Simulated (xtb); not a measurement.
BiI₂, doublet, geometry from GFN2-xTB (such geometries of metal compounds can be far from the true shape) (the spin is typed, not shown lowest); GFN1-xTB with ALPB(acetonitrile) (xtb 6.7.1).

The xtb input:
```
$ xtb mol.xyz --gfn 1 --uhf 1 --alpb acetonitrile --json

# file mol.xyz
3

Bi     0.89619474     0.44438201     0.28746279
I     -1.04089611     1.21333620    -1.58129724
I     -0.36257867    -1.90925520     1.13111966
```

It wrote (shortened):

```
   ID    Z sym.   atoms
    1   83 Bi     1
    2   53 I      2, 3

           -------------------------------------------------
          |                Calculation Setup                |
           -------------------------------------------------

           -------------------------------------------------
          |                 G F N 1 - x T B                 |
           -------------------------------------------------

      * Solvation model:               ALPB
        Solvent                        acetonitrile
        Parameter file                 internal GFN1-xTB/ALPB
        Dielectric constant                3.7500E+01
        Reference state                gsolv [1 M gas/solution]
        Free energy shift                  6.2816E-03 Eh       3.9417E+00 kcal/mol
        Temperature                        2.9815E+02 K
        Density                            7.8600E-01 kg/L
        Solvent mass                       4.1050E+01 g/mol
        Interaction kernel             P16
        Born radius scaling (c1)           1.7240E+00
        Born radii integrator          GBOBC
        Born offset                        0.0000E+00 a0       0.0000E+00 AA
        H-bond correction              true
        Ion screening                  false
        Surface tension                    1.0000E-05 Eh       1.5569E+01 dyn/cm
        Grid points                               230 per atom

          ...................................................
          :                      SETUP                      :
          :.................................................:
          :  # basis functions                  24          :
          :  # atomic orbitals                  22          :
          :  # shells                            8          :
          :  # electrons                        19          :
          :  # halogen bonds                     0          :
          :  max. iterations                   250          :
          :  Hamiltonian                  GFN1-xTB          :
          :  restarted?                      false          :
          :  GBSA solvation                   true          :
          :  PC potential                    false          :
          :  electronic temp.          300.0000000     K    :
          :  accuracy                    1.0000000          :
          :  -> integral cutoff          0.2500000E+02      :
          :  -> integral neglect         0.1000000E-07      :
          :  -> SCF convergence          0.1000000E-05 Eh   :
          :  -> wf. convergence          0.2000000E-04 e    :
          :  Broyden damping             0.4000000          :
          :  net charge                          0          :
          :  unpaired electrons                  1          :
          ...................................................

 iter      E             dE          RMSdq      gap      omega  full diag
   1     -9.9705084 -0.997051E+01  0.709E+00    3.17       0.0  T
   2    -10.0339258 -0.634174E-01  0.865E+00    2.09       1.0  T
   3    -10.1456992 -0.111773E+00  0.443E+00    2.50       1.0  T
   4    -10.1190176  0.266815E-01  0.457E+00    3.06       1.0  T
   5    -10.1731272 -0.541096E-01  0.207E-01    2.77       1.0  T
   6    -10.1732486 -0.121431E-03  0.425E-02    2.79       1.4  T
   7    -10.1732532 -0.457330E-05  0.177E-03    2.79      32.6  T
   8    -10.1732532 -0.110158E-07  0.143E-03    2.79      40.4  T
   9    -10.1732532 -0.340629E-08  0.848E-04    2.79      68.1  T
  10    -10.1732532 -0.178611E-08  0.462E-06    2.79   12485.7  T
  11    -10.1732532 -0.319744E-13  0.476E-09    2.79  100000.0  T

   *** convergence criteria satisfied after 11 iterations ***

         :::::::::::::::::::::::::::::::::::::::::::::::::::::
         ::                     SUMMARY                     ::
         :::::::::::::::::::::::::::::::::::::::::::::::::::::
         :: total energy             -10.165832936570 Eh    ::
[...]
         ::    -> Gelec               -0.001367035374 Eh    ::
         ::    -> Gsasa               -0.016954958012 Eh    ::
         ::    -> Ghb                  0.000000000000 Eh    ::
         ::    -> Gshift               0.006281573015 Eh    ::
         :: repulsion energy           0.008975665336 Eh    ::
         :: dispersion energy         -0.001555389840 Eh    ::
         :: halogen bond corr.         0.000000000000 Eh    ::
         :: add. restraining           0.000000000000 Eh    ::
         :: total charge               0.000000000000 e     ::
         :::::::::::::::::::::::::::::::::::::::::::::::::::::

           -------------------------------------------------
          |                Property Printout                |
           -------------------------------------------------

    * Orbital Energies and Occupations

         #    Occupation            Energy/Eh            Energy/eV
      -------------------------------------------------------------
         1        2.0000           -0.8235841             -22.4109
         2        2.0000           -0.8221964             -22.3731
         3        2.0000           -0.7795364             -21.2123
         4        2.0000           -0.4113630             -11.1938
         5        2.0000           -0.3996763             -10.8757
         6        2.0000           -0.3813332             -10.3766
         7        2.0000           -0.3668019              -9.9812
         8        2.0000           -0.3652217              -9.9382
         9        2.0000           -0.3610757              -9.8254
        10        1.0000           -0.2807029              -7.6383 (HOMO)
        11                         -0.1783437              -4.8530 (LUMO)
        12                         -0.1654829              -4.5030
        13                         -0.0281198              -0.7652
        14                         -0.0265960              -0.7237
        15                         -0.0216397              -0.5888
        16                         -0.0193188              -0.5257
        17                         -0.0145472              -0.3959
        18                         -0.0140774              -0.3831
        19                         -0.0019049              -0.0518
        20                          0.0174808               0.4757
        21                          0.1327830               3.6132
        22                          0.2170977               5.9075
      -------------------------------------------------------------
                  HL-Gap            0.1023592 Eh            2.7853 eV
             Fermi-level           -0.2752063 Eh           -7.4887 eV

  Mulliken/CM5 charges         n(s)   n(p)   n(d)
     1Bi    0.42603  0.41557   2.029  2.545  0.000
     2I    -0.21301 -0.20779   1.998  5.224 -0.010
     3I    -0.21301 -0.20779   1.998  5.224 -0.010

Wiberg/Mayer (AO) data.
largest (>0.10) Wiberg bond orders for each atom

 ---------------------------------------------------------------------------
     #   Z sym  total        # sym  WBO       # sym  WBO       # sym  WBO
 ---------------------------------------------------------------------------
     1  83 Bi   2.069 --     3 I    1.035     2 I    1.035
     2  53 I    1.098 --     1 Bi   1.035
     3  53 I    1.098 --     1 Bi   1.035
 ---------------------------------------------------------------------------

Topologies differ in total number of bonds
Writing topology from bond orders to xtbtopo.mol

 dipole moment from electron density (au)
     X       Y       Z
   1.6522   0.8192   0.5300  total (Debye):    4.877

           -------------------------------------------------
          | TOTAL ENERGY              -10.165832936570 Eh   |
          | GRADIENT NORM               0.009158858715 Eh/α |
          | HOMO-LUMO GAP               2.785336063272 eV   |
           -------------------------------------------------

normal termination of xtb
```
